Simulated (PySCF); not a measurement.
Compound: (OMe)3Sn-O-SiH3, C₃H₁₂O₄SiSn.
Geometry (PBE0-D3(BJ)/def2-SVP, Å), atoms numbered from 1 in this order:
```
atom  x, y, z in Å
Sn1    0.4995   -0.1058    0.2630
O2     0.8696   -1.9765    0.7128
C3     0.2418   -2.5980    1.8085
O4     1.2997    0.3074   -1.4798
C5     1.2594   -0.6173   -2.5401
O6     1.1777    1.1059    1.6460
C7     0.7513    2.4469    1.6844
O8    -1.4487    0.1575    0.1491
Si9   -2.4526    0.7976   -1.0077
H10   -0.8607   -2.5675    1.7401
H11    0.5505   -3.6556    1.8161
H12    0.5404   -2.1537    2.7753
H13    1.8639   -0.2086   -3.3658
H14    1.6799   -1.6014   -2.2670
H15    0.2345   -0.7776   -2.9240
H16   -0.3491    2.5484    1.6542
H17    1.1019    2.8843    2.6330
H18    1.1761    3.0464    0.8588
H19   -3.8592    0.6718   -0.5273
H20   -2.3159    0.0694   -2.3090
H21   -2.1468    2.2425   -1.2501
```

The calculation used PBE0-D3(BJ)/def2-SVP geometry optimisation, gas phase, def2 core potentials past Kr (PySCF 2.14.0).

(1) Which atoms are bound to Sn1, and at what distances?

(2) List the angles at Sn1.

(3) What is the shape at Sn1?

(4) What are the other bond lengths?

(5) Give some angles away from the centre.

(6) What are the rotational constants (commonest isotopes, rigid rotor)?

Results:

(1) 4 atoms: O2 1.959 Å, O6 1.960 Å, O4 1.962 Å, O8 1.969 Å. The nearest atom not counted as bound is C7, at 2.93 Å.

(2) 
```tsv
angle	degrees	distance of the outer atoms (Å)
O2–Sn1–O6	111.3	3.24
O4–Sn1–O6	110.8	3.23
O2–Sn1–O4	109.2	3.20
O2–Sn1–O8	109.1	3.20
O4–Sn1–O8	108.9	3.20
O6–Sn1–O8	107.5	3.17
```

(3) Tetrahedral: angles from 107.5° to 111.3°; τ4 = (360° − α − β)/141° = 0.98 with α and β the two widest (0 for a square, 1 for a tetrahedron).

(4) O2–C3, O4–C5, O6–C7 1.408 Å; O8–Si9 1.660 Å. (A selection.)

(5) Sn1–O2–C3 121.1°, Sn1–O6–C7 120.2°, Sn1–O8–Si9 133.6°.

(6) A = 911.7, B = 739.6, C = 675.3 MHz: an asymmetric top.

Point group: C1 (no symmetry element, even within 0.4 Å). Charge 0, singlet. No frequency check.

Hardware: one thread, AMD EPYC (x86_64), shared host with 64 logical CPUs at a one-minute load of 57. Cost: 15 min, 1.2 GiB resident at most. These figures are those of the optimisation.

One conformer stands for the species.
